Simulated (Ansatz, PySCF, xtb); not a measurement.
Reaction 2 R1 + 2 R2 + 3 R3 → 6 P1 + P2, each structure at its B3LYP-D3(BJ)/def2-SVP stationary point, reached from a drawn start (curvature not checked).
P1: H2 (SMILES [H][H]), charge 0, multiplicity 1.
R1: HCl (SMILES Cl), charge 0, multiplicity 1.
R2, NH3 (SMILES N) (charge 0, multiplicity 1, Z-matrix in Å and degrees):
```
N
H 1 1.0226
H 1 1.0226 2 105.12
H 1 1.0226 2 105.11 3 -110.65
```
R3, SiH4 (SMILES [SiH4]) (charge 0, multiplicity 1):
```xyz
5

Si     0.00000     0.00000     0.00000
H      0.86055     0.86055     0.86055
H     -0.86055    -0.86055     0.86055
H     -0.86055     0.86055    -0.86055
H      0.86055    -0.86055    -0.86055
```
P2: Cl2H8N2Si3 (SMILES [SiH3]N[Si](Cl)(Cl)N[SiH3]), charge 0, multiplicity 1.

P less R. No zero-point or thermal terms. One arrangement of each flexible species, with no search for the lowest.

Frozen-core correlation throughout.

Programs: Ansatz (a quantum-chemistry and plane-wave program); PySCF for the D3/D4 terms; xtb for the GFN methods. All values are computed, each at the level named.

Q: One of these levels gives -48.97 kcal/mol for the reaction energy. Which?
A) CCSD/cc-pV(D+d)Z
B) PBE-D4/def2-TZVPP
C) GFN2-xTB

A: A, CCSD/cc-pV(D+d)Z. The others give -29.28 (GFN2-xTB), -72.13 (PBE-D4/def2-TZVPP)
